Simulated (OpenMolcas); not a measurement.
I VI: RASPT2 settings compared

| Quantity | Value |
| --- | --- |
| Program | OpenMolcas 26.06 |
| Basis | ANO-R3 [8s7p5d4f3g2h] |
| Scalar Hamiltonian | X2C, finite nucleus |
| Active space | 2 electrons in 9 orbitals (RAS2 5s 5p; RAS3 5d, at most 2 electrons) |
| State averaging | 2S+1 = 3 even, 3 roots (0 in the spin-orbit step); 2S+1 = 1 even, 6 roots; 2S+1 = 3 odd, 3 roots; 2S+1 = 1 odd, 3 roots |
| Spin-orbit coupling | RASSI with atomic mean-field integrals over the reference wave functions, term energies averaged over their components |

Methods on the same reference wave functions:
A. RASSCF
B. SS-RASPT2, IPEA 0 Eh, sigma1 regulariser 0.2 Eh (closed shells correlated: 4d)
C. XMS-RASPT2, IPEA 0 Eh, imaginary shift 0.05 Eh (closed shells correlated: 4s 4p 4d)
D. XMS-RASPT2, IPEA 0 Eh, no level shift (closed shells correlated: 4s 4p 4d)

Energies in cm⁻¹ above 5s² ¹S₀, the measured ground level; measured values from the list in Rauch et al., Astron. Astrophys. 606, A105 (2017).

| Level | A | B | C | D | Measured |
| --- | --- | --- | --- | --- | --- |
| 5s² ¹S₀ | 0.0 | 0.0 | 0.0 | 0.0 | 0.0 |
| 5s 5p ³P°₀ | 81029 | 87315 | 88803 | 88803 | 85666 |
| 5s 5p ³P°₁ | 84348 | 90433 | 91915 | 91915 | 89262 |
| 5s 5p ³P°₂ | 92879 | 99166 | 100653 | 100653 | 99685 |
| 5s 5p ¹P°₁ | 130126 | 125472 | 126741 | 126741 | 127424 |

Deviations, from unrounded energies. A percentage is the sum of absolute deviations over the sum of measured energies, with the sign that they share, or ± where signs differ.

| Against measurement | Levels | A | B | C | D |
| --- | --- | --- | --- | --- | --- |
| mean absolute deviation (cm-1) | 4 | 4800 | 1300 | 1900 | 1900 |
| other configurations (%) | 4 | ±4.7 | ±1.3 | ±1.9 | ±1.9 |

B lies closest to measurement on these levels and A furthest from it. The largest miss of B in the table is 5s 5p ¹P°₁, by -2000 cm-1. The ranking rests on the paired levels alone, and a cruder setting can come out closer through cancelling errors.

Among B to D the level of the table that moves most is 5s 5p ³P°₀, by 1500 cm-1 (lowest in B, highest in C).

The lowest spin-free term lies below A's lowest term by 0.505 hartree in B, 0.804 hartree in C, 0.804 hartree in D.

Some high roots are left out of the spin-orbit mixing, which shifts the levels that they would mix with. Active for correlation alone: 5d; no level in the range computed is led by a configuration that fills it, so any true level of that kind is missing. Computed and measured levels are paired by configuration, term and J; levels that our copy of the source lacks, or whose pairing is in doubt (as where it misses far off the trend of its configuration), stay unpaired and out of the deviations. Only configurations of the active space appear. The table leaves out levels that lie high or whose names do not pair safely across all columns.

° marks odd parity.
